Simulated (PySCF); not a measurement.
CH4Zn, SMILES [CH3][ZnH]. Heavy atoms are numbered as in [ZnH:1][CH3:3]. Hydrogens are named by the atom that carries them.

Geometry: PBE0-D3(BJ)/def2-TZVP.

All values below come from PBE0/pcSseg-2 (PySCF).

GIAO shieldings, no solvent; atoms alike by connectivity are averaged. δ = σ(ref) − σ: ¹H against TMS (σ = 31.54 ppm); ¹³C against TMS (σ = 186.1 ppm), references at their B3LYP-D3(BJ)/def2-TZVP geometries, non-relativistic.

| nucleus | atoms | count | δ (ppm) |
|---|---|---|---|
| ¹H | H on Zn1 | 1 | 4.56 |
| ¹H | H on C3 | 3 | -0.47 |
| ¹³C | C3 (CH3) | 1 | -11.0 |
